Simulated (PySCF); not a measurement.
Isomers of C3H8Cl2OSi2.

All values: PBE0/def2-SVPD (PySCF) at GFN2-xTB geometries, gas phase, one conformer each. Core orbitals are frozen in the response; Δα² is half the sum of the squared differences of the principal polarisabilities.

**Question.** Rank by HOMO energy, lowest first.
A. `[CH2:1]=[CH:2][O:3][Si@H:4]([Cl:5])[CH2:6][SiH2:7][Cl:8]` with C1–C2–O3–Si4 -165°, C2–O3–Si4–Cl5 -37°, O3–Si4–C6–Si7 -31°, Si4–C6–Si7–Cl8 -171°
B. `[CH3:1][O:2][SiH2:3]/[CH:4]=[C:5](\[Cl:6])[SiH2:7][Cl:8]` with C1–O2–Si3–C4 180°, O2–Si3–C4–C5 178°, C4–C5–Si7–Cl8 108°
C. `[CH2:1]=[CH:2][O:3][SiH2:4][Si@H:5]([Cl:6])[CH2:7][Cl:8]` with C1–C2–O3–Si4 170°, C2–O3–Si4–Si5 176°, O3–Si4–Si5–Cl6 -73°, Si4–Si5–C7–Cl8 -58°

**Answer.** B (-7.86 eV), A (-7.28 eV), C (-7.14 eV).

**Question.** Rank by dipole moment, lowest first.
A. `[CH3:1][O:2][SiH2:3]/[CH:4]=[C:5](\[Cl:6])[SiH2:7][Cl:8]` with C1–O2–Si3–C4 180°, O2–Si3–C4–C5 178°, C4–C5–Si7–Cl8 108°
B. `[CH2:1]=[CH:2][O:3][SiH2:4][Si@H:5]([Cl:6])[CH2:7][Cl:8]` with C1–C2–O3–Si4 170°, C2–O3–Si4–Si5 176°, O3–Si4–Si5–Cl6 -73°, Si4–Si5–C7–Cl8 -58°
C. `[CH2:1]=[CH:2][O:3][Si@@H:4]([Cl:5])[SiH2:6][CH2:7][Cl:8]` with C1–C2–O3–Si4 -179°, C2–O3–Si4–Cl5 60°, O3–Si4–Si6–C7 62°, Si4–Si6–C7–Cl8 57°

**Answer.** B (0.92 D), C (1.32 D), A (2.12 D).

All values together:

| SMILES | μ (D) | HOMO (eV) | LUMO (eV) | α (Å³) | Δα (Å³) |
| --- | --- | --- | --- | --- | --- |
| CO[SiH2]/C=C(\Cl)[SiH2]Cl | 2.12 | -7.86 | -1.38 | 17.79 | 7.70 |
| C=CO[SiH2][Si@H](Cl)CCl | 0.92 | -7.14 | -0.92 | 18.18 | 5.41 |
| C=CO[Si@@H](Cl)[SiH2]CCl | 1.32 | -7.27 | -0.75 | 18.11 | 3.00 |
| C=CO[Si@H](Cl)C[SiH2]Cl | 1.24 | -7.28 | -0.04 | 17.44 | 5.91 |

Conformers: `[CH3:1][O:2][SiH2:3]/[CH:4]=[C:5](\[Cl:6])[SiH2:7][Cl:8]` with C1–O2–Si3–C4 180°, O2–Si3–C4–C5 178°, C4–C5–Si7–Cl8 108°; `[CH2:1]=[CH:2][O:3][SiH2:4][Si@H:5]([Cl:6])[CH2:7][Cl:8]` with C1–C2–O3–Si4 170°, C2–O3–Si4–Si5 176°, O3–Si4–Si5–Cl6 -73°, Si4–Si5–C7–Cl8 -58°; `[CH2:1]=[CH:2][O:3][Si@@H:4]([Cl:5])[SiH2:6][CH2:7][Cl:8]` with C1–C2–O3–Si4 -179°, C2–O3–Si4–Cl5 60°, O3–Si4–Si6–C7 62°, Si4–Si6–C7–Cl8 57°; `[CH2:1]=[CH:2][O:3][Si@H:4]([Cl:5])[CH2:6][SiH2:7][Cl:8]` with C1–C2–O3–Si4 -165°, C2–O3–Si4–Cl5 -37°, O3–Si4–C6–Si7 -31°, Si4–C6–Si7–Cl8 -171°.
